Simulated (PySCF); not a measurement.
# What a mistake does to a calculation on B2ClH2O

These are calculations, not measurements. They come from PySCF 2.14.0, an open-source quantum chemistry program, on an isolated molecule that a program drew, which may never have been made. The molecule is B2ClH2O (charge 0, doublet), drawn as the SMILES string `[BH]OBCl`.

Each row is a Hartree-Fock (HF) and frozen-core CCSD(T) single point in the cc-pV(D+d)Z basis, meant for a local HF minimum. Run 1 is clean. Each other run has one planted mistake out of seven kinds, and not every kind appears here: one electron removed, one electron added, multiplicity raised by two, geometry at a saddle point, minimal basis STO-3G, one bond length entered in bohr, all coordinates scaled. The reference is restricted for singlets and unrestricted otherwise, and also for a bond in bohr. Adding or removing an electron swaps singlet and doublet. Electrons count all cores. HOMO and LUMO are orbital energies over both spins, the gradient is its largest component, and the lowest frequency (negative if imaginary) is given only where the gradient is small. Bond lengths are over the 5 bonds as drawn. T1 is the CCSD diagnostic: over 0.02 (restricted) or 0.045 (unrestricted) a single reference is doubtful.

Geometry of the clean run:
```xyz
6
B2ClH2O, angstrom
B    -1.5054    0.9422   -0.2745
O    -0.6659    0.5123   -1.2438
B     0.2222   -0.4977   -1.3626
Cl    0.1282   -1.9335   -0.3339
H    -2.3877    1.7156   -0.5263
H     1.0742   -0.4418   -2.1894
```

| run | electrons | basis functions | <S^2> | HOMO (eV) | LUMO (eV) | gradient (hartree/bohr) | lowest frequency (cm^-1) | mean bond (Å) | longest bond (Å) | T1 | HF (hartree) | CCSD(T) (hartree) | mistake |
|---|---|---|---|---|---|---|---|---|---|---|---|---|---|
| 1 | 37 | 75 | 0.753 | -9.42 | 2.01 | 2.0e-05 | 101 | 1.3720 | 1.769 | 0.0165 | -584.97011 | -585.47626 | no fault |
| 2 | 37 | 75 | 0.753 | -9.83 | 1.67 | 4.8e-02 | - | 1.4763 | 1.903 | 0.0185 | -584.93986 | -585.45459 | all coordinates scaled |
| 3 | 38 | 75 | 0.000 | 0.71 | 7.68 | 9.9e-02 | - | 1.3720 | 1.769 | 0.0556 | -584.89868 | -585.44872 | ? |
| 4 | 37 | 26 | 0.752 | -7.64 | 5.51 | 3.1e-02 | - | 1.3720 | 1.769 | 0.0216 | -578.39397 | -578.53970 | ? |

**Which mistake was planted in run 3, and what did it cost?**

It counts 38 electrons, one more than the clean run, at the same geometry and basis. So the mistake is: one electron added. Subtracting run 1 and multiplying by 627.51 kcal/mol a hartree, the energy moved by 44.8 kcal/mol in HF and 17.3 kcal/mol in CCSD(T).

**Which mistake was planted in run 4, and what did it cost?**

It has 26 basis functions where the clean run has 75, with the same electrons and geometry. So the mistake is: minimal basis STO-3G. Subtracting run 1 and multiplying by 627.51 kcal/mol a hartree, the energy moved by 4126.6 kcal/mol in HF and 4352.8 kcal/mol in CCSD(T).

Cautions from the logs. Run 3: T1 is over the limit, so its CCSD(T) energy is less reliable and the HOMO is above zero, so the electron isn't bound and the energy depends on the basis.
